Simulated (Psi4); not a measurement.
Pair of molecules, SMILES F with SMILES [AsH3] (the first has 2 atoms); geometry from B3LYP-D3(BJ)/def2-TZVP, rigid monomers moved along the line of their centres of mass till H2···As3 is 2.16 Å.
(charge 0, multiplicity 1):
```xyz
6

F      0.83298    -0.55985    -0.25489
H      0.55078    -0.32186     0.60610
As    -0.09434     0.22339     2.58930
H      0.69621    -0.15283     3.82911
H     -1.42342    -0.23212     3.16353
H     -0.28136     1.66902     3.01221
```

Computed with SAPT0/aug-cc-pVDZ in Psi4.

**Question.** Give the four SAPT terms and the total, and say what mostly holds the pair together.

**Answer.** electrostatics -42.2, exchange 72.1, induction -30.7, dispersion -12.9, total -13.7 kJ/mol; the largest attraction is electrostatics.
